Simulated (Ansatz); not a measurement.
Scan of H2Be, singlet: symmetric bend, bond length relaxed. Scanned: H-Be-H angle. Other coordinates (Be-H bond length) were minimised at B3LYP/def2-TZVP.

Computed with: CCSD/aug-cc-pVTZ = CCSD on RHF/aug-cc-pVTZ, frozen core (Ansatz, an electronic-structure program); FCI/aug-cc-pVTZ = Ansatz with full CI/aug-cc-pVTZ, frozen core.

Energies relative to the lowest point of each profile, in kcal/mol:

| a / ° | CCSD/aug-cc-pVTZ |
|---|---|
| 180 | 0.0 |
| 160.71 | 1.8 |
| 150.09 | 4.4 |
| 139.46 | 8.1 |
| 131.41 | 11.8 |
| 121.92 | 17.2 |
| 110.46 | 25.4 |
| 98.23 | 36.3 |
| 91.08 | 43.9 |
| 80.83 | 56.5 |
| 70.92 | 70.8 |
| 60 | 88.7 |

What does FCI/aug-cc-pVTZ give at the same points?

180: 0.0; 160.71: 1.8; 150.09: 4.3; 139.46: 8.1; 131.41: 11.8; 121.92: 17.1; 110.46: 25.3; 98.23: 36.1; 91.08: 43.7; 80.83: 56.2; 70.92: 70.3; 60: 88.0 (kcal/mol).
